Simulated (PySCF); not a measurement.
A geometry optimisation, step by step.

Species: [PtCl6]2- (charge -2 and singlet state).
Bonds: Pt1–Cl2, Pt1–Cl3, Pt1–Cl4, Pt1–Cl5, Pt1–Cl6, Pt1–Cl7.
The ion is multiply charged and has no counter-ions or solvent; whether it holds all its electrons wasn't checked.

Method: PySCF 2.14.0, PBE0-D3(BJ)/def2-SVP geometry optimisation, gas phase, def2 core potentials past Kr; density fitting, grid level 1; the optimiser is geomeTRIC in internal coordinates, started from a GFN2-xTB structure with every atom displaced at random (about 0.03 Å). The frame can shift and turn from step to step; on so coarse a grid that alone can change the energy by a few meV, and forces under 0.02 eV/Å are noise.

Step 0: E = -78341.2792 eV, largest atomic force 2.326 eV/Å
```
atom  x, y, z in Å  |  force x, y, z in eV/Å
Pt1     0.064   -0.075    0.013   -0.863   2.034  -0.727
Cl2    -0.040   -0.025    2.345    0.178  -0.119   0.235
Cl3    -0.042    0.001   -2.375    0.266  -0.139   0.266
Cl4     2.453    0.012    0.009   -0.420  -0.140   0.038
Cl5    -2.354   -0.027   -0.053    0.577  -0.142   0.122
Cl6    -0.020    2.368    0.003    0.148  -0.639   0.043
Cl7     0.031   -2.357   -0.011    0.115  -0.855   0.024
```

Step 1: E = -78341.4093 eV, largest atomic force 0.685 eV/Å
```
atom  x, y, z in Å  |  force x, y, z in eV/Å
Pt1     0.029   -0.033   -0.001   -0.318   0.555  -0.244
Cl2     0.000   -0.035    2.351    0.027  -0.015   0.076
Cl3    -0.021    0.010   -2.367    0.149  -0.072   0.051
Cl4     2.383    0.015    0.017    0.054  -0.053  -0.010
Cl5    -2.335   -0.035   -0.062    0.029  -0.042   0.111
Cl6    -0.002    2.348   -0.006    0.024  -0.182   0.037
Cl7     0.037   -2.373   -0.002    0.035  -0.191  -0.021
```

Step 2: E = -78341.4131 eV, largest atomic force 0.152 eV/Å
```
atom  x, y, z in Å  |  force x, y, z in eV/Å
Pt1     0.018   -0.013   -0.007   -0.063  -0.109  -0.024
Cl2    -0.050    0.005    2.354    0.117  -0.070   0.003
Cl3     0.046   -0.014   -2.365   -0.040   0.028  -0.025
Cl4     2.373   -0.009   -0.050    0.071   0.041   0.128
Cl5    -2.337   -0.031   -0.014   -0.075  -0.016  -0.028
Cl6    -0.013    2.337    0.038    0.024   0.109  -0.076
Cl7     0.055   -2.376   -0.024   -0.033   0.017   0.022
```

Step 3: E = -78341.4229 eV, largest atomic force 0.103 eV/Å
```
atom  x, y, z in Å  |  force x, y, z in eV/Å
Pt1     0.014   -0.013   -0.008   -0.012  -0.103  -0.004
Cl2    -0.017   -0.017    2.353    0.036  -0.017  -0.012
Cl3     0.026   -0.002   -2.367    0.006   0.001  -0.015
Cl4     2.372    0.003   -0.015    0.039   0.013   0.046
Cl5    -2.342   -0.037   -0.032   -0.049   0.001   0.015
Cl6    -0.005    2.339    0.015   -0.005   0.085  -0.024
Cl7     0.044   -2.376   -0.015   -0.016   0.020  -0.006
```

Step 4: E = -78341.4243 eV, largest atomic force 0.021 eV/Å
```
atom  x, y, z in Å  |  force x, y, z in eV/Å
Pt1     0.014   -0.015   -0.009   -0.020  -0.004  -0.006
Cl2    -0.002   -0.023    2.351    0.003  -0.005  -0.003
Cl3     0.021   -0.002   -2.369    0.017  -0.004   0.000
Cl4     2.374    0.004    0.003    0.001   0.009   0.004
Cl5    -2.346   -0.036   -0.033    0.002  -0.003   0.018
Cl6    -0.010    2.346    0.005    0.004  -0.010  -0.008
Cl7     0.040   -2.376   -0.016   -0.007   0.018  -0.007
```

Step 5: E = -78341.4244 eV, largest atomic force under 0.02 eV/Å
```
atom  x, y, z in Å  |  force x, y, z in eV/Å
Pt1     0.013   -0.015   -0.009    0.002   0.001  -0.004
Cl2    -0.004   -0.029    2.350    0.004   0.008   0.000
Cl3     0.026   -0.002   -2.369    0.002  -0.006  -0.001
Cl4     2.373    0.013    0.003   -0.005  -0.014   0.004
Cl5    -2.347   -0.040   -0.025    0.006   0.008   0.003
Cl6    -0.002    2.346   -0.001   -0.016  -0.005   0.006
Cl7     0.033   -2.375   -0.017    0.006   0.009  -0.007
```

Task: Summarise the path.

Result: The energy falls by 14.01 kJ/mol from step 0 to step 5; nine tenths of that is first reached at step 2. It falls at every step. The largest force goes from 2.326 to under 0.02 eV/Å. Among the bonds Pt1–Cl6 changes most, from 2.445 to 2.360 Å; the atoms move by 0.055 Å rms after alignment.

Task: Follow the three bonds and two angles with the largest change from start to end.

Result: 
| step | E above end (kJ/mol) | largest force (eV/Å) | Pt1–Cl6 (Å) | Pt1–Cl7 (Å) | Pt1–Cl5 (Å) | Cl2–Pt1–Cl3 (°) | Cl3–Pt1–Cl5 (°) |
| --- | --- | --- | --- | --- | --- | --- | --- |
| 0 | 14.01 | 2.326 | 2.445 | 2.283 | 2.419 | 174.1 | 85.9 |
| 1 | 1.46 | 0.685 | 2.381 | 2.340 | 2.365 | 177.8 | 87.3 |
| 2 | 1.09 | 0.152 | 2.351 | 2.363 | 2.355 | 178.9 | 90.5 |
| 3 | 0.14 | 0.103 | 2.352 | 2.363 | 2.356 | 179.5 | 89.7 |
| 4 | 0.01 | 0.021 | 2.361 | 2.362 | 2.360 | 179.7 | 89.6 |
| 5 | 0.00 | under 0.02 | 2.360 | 2.361 | 2.360 | 179.9 | 89.9 |

The cost below is that of the whole optimisation. On Intel Xeon at 2.50 GHz, one thread, on a shared host, this took 4.3 min wall, 3.2 min CPU and 0.59 GiB of memory at its peak.
